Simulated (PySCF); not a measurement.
SMILES OC[SiH2]c1ccco1, singlet, GFN2-xTB optimised geometry.

```
16

O      3.39    -1.61    -0.09
C      1.96    -1.55    -0.06
Si     1.35     0.26     0.00
C     -0.52     0.26     0.00
C     -1.47    -0.73     0.00
C     -2.73    -0.09     0.00
C     -2.46     1.25     0.00
O     -1.14     1.47     0.00
H      3.69    -1.14    -0.87
H      1.55    -2.11    -0.91
H      1.68    -2.10     0.84
H      1.88     0.92     1.19
H      1.85     0.94    -1.20
H     -1.29    -1.78     0.00
H     -3.69    -0.55     0.01
H     -3.10     2.11     0.00
```

Density from PBE0/def2-TZVP in PySCF at that geometry.

Minimum of the electron density along straight lines between bonded atoms, close to the bond critical point (lines longer than 1.1 times the sum of covalent radii, or with two minima, are not listed):

```tsv
bond	length / Å	ρ at the minimum / e bohr⁻³	∇²ρ there / e bohr⁻⁵	position (fraction from the first atom)
O1–C2	1.422	0.256	-0.55	0.64
C2–Si3	1.913	0.118	0.14	0.62
Si3–C4	1.870	0.119	0.24	0.39
C4–C5	1.371	0.330	-0.97	0.51
C5–C6	1.412	0.301	-0.83	0.50
C6–C7	1.362	0.336	-1.00	0.48
C4–O8	1.356	0.285	-0.19	0.33
C7–O8	1.339	0.301	-0.22	0.33
O1–H9	0.962	0.364	-2.46	0.80
C2–H10	1.098	0.277	-0.95	0.64
C2–H11	1.091	0.283	-0.99	0.65
Si3–H12	1.465	0.125	0.18	0.49
Si3–H13	1.474	0.122	0.18	0.49
C5–H14	1.071	0.291	-1.06	0.65
C6–H15	1.071	0.291	-1.06	0.65
C7–H16	1.073	0.295	-1.10	0.66
```
